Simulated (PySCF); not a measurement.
Start geometry of `n1c2nc(cnc2ns1)Cl` from GFN2-xTB (Å):
```
atom  x, y, z in Å
Cl1    2.8988    1.1314    1.0357
C2     1.4163    0.5048    0.4634
C3     1.4324   -0.5647   -0.4763
N4     0.3414   -1.0902   -0.9553
C5    -0.8057   -0.5581   -0.5057
N6    -2.0354   -0.9276   -0.8506
S7    -3.0757   -0.0050   -0.0554
N8    -2.0468    0.9101    0.7660
C9    -0.8133    0.5281    0.4497
N10    0.3243    1.0496    0.9259
H11    2.3692   -0.9755   -0.8234
```

**Question.** What comes out of this run: PySCF, PBE0-D3(BJ)/def2-SVP geometry optimisation, gas phase?

**Answer.** 
```
atom  x, y, z in Å
Cl1    4.958    2.572    2.082
C2     3.424    1.966    1.576
C3     3.445    0.885    0.612
N4     2.360    0.341    0.151
C5     1.205    0.859    0.638
N6    -0.011    0.447    0.297
S7    -1.049    1.368    1.142
N8    -0.019    2.319    1.967
C9     1.200    1.939    1.601
N10    2.348    2.486    2.063
H11    4.414    0.513    0.261
```

The energy falls by 7.5 kJ/mol over 6 energy and gradient evaluations, the largest force component goes from 0.0189 to 2.4e-04 Eh/bohr, and the atoms move by 0.025 Å rms after alignment. The bond that changes most is C2–C3 (aromatic C–Cl carbon to aromatic CH next to a ring nitrogen), which lengthens by 0.025 Å. Bonds longer at the end by more than 0.005 Å: 7 of 12; shorter: 1. Among the angles that change most is Cl1–C2–C3, from 119.1° to 116.4°. Rotational constants go from 3346, 612.7, 517.8 to 3312, 609.6, 514.9 MHz. The orientation of the end geometry is arbitrary; only internal coordinates are fixed.

The run used 153 basis functions and 49 SCF cycles in all. Time: 68 s; peak memory 0.75 GiB. Hardware: Arm Neoverse V1, one thread, on a shared host.

Not checked by PBE0-D3(BJ)/def2-SVP frequencies.
